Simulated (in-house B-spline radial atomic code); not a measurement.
Results of a calculation; reference values are marked as such.
**Stopping of slow ions oscillates with Z: H to Al at r_s = 3**

A nucleus sits in a uniform electron gas with a rigid positive background. The Kohn-Sham equations are solved self-consistently in the spin-unpolarised LDA (PW92), non-relativistic, on B-splines with outgoing waves at the boundary and partial waves to l = 8. The model has no lattice, no bands and no magnetic solution. Atomic units; δ_l are the phase shifts at the Fermi level, counted so that each bound state adds π, and good to about 0.0005.

The density parameter is r_s = 3 bohr, near that of the valence electrons of Ag (1 per atom, density 10.5 g/cm³, mass 107.87 u, which gives r_s = 3.02). The friction coefficient Q = n k_F σ_tr gives dE/dx = Q v for slow ions. Some elements are left out of the table, so an extreme may lie at one of them.

```
ion   δ0/π   δ1/π    δ2/π    δ3/π  σ_tr (bohr²)  Q (a.u.)
  H  0.434  0.017   0.002   0.000         28.80    0.1629
 He  0.752  0.069   0.008   0.000         23.91    0.1353
 Li  0.995  0.159   0.006  -0.000         20.58    0.1164
 Be  1.220  0.262  -0.000  -0.001         33.56    0.1898
  B  1.389  0.382  -0.006  -0.001         54.10    0.3060
  C  1.497  0.517  -0.009  -0.000         61.20    0.3461
  N  1.572  0.655  -0.008   0.000         48.77    0.2759
  O  1.641  0.785  -0.001   0.001         29.64    0.1677
  F  1.733  0.898   0.011   0.002         15.07    0.0852
 Ne  1.864  0.999   0.025   0.002          6.00    0.0340
 Mg  2.175  1.213   0.034   0.002         18.86    0.1067
 Al  2.303  1.339   0.033   0.002         42.47    0.2402
```

Q: Where are the largest and smallest frictions, and what do the phase shifts say there?

A: Largest: C, Q = 0.3461; smallest: Ne, Q = 0.0340, a ratio of 10.2. For the largest δ1/π = 0.52: the p resonance is about half filled and sits at the Fermi level, where it scatters most. For the smallest the differences δ_l − δ_(l+1), measured from the nearest multiple of π, are 0.13π, 0.03π, 0.02π; σ_tr grows with the sines of these.

Q: At equal speed, Lindhard and Scharff's formula, with silicon as an example target, scales as Z^(7/6)/(Z^(2/3) + 14^(2/3))^(3/2). How does its rise from the first ion to the last compare?

A: It rises smoothly by 0.5222/0.0563 = 9.28, while Q changes by 0.240/0.163 = 1.47. The statistical formula averages over shells, so it can't show the oscillation.
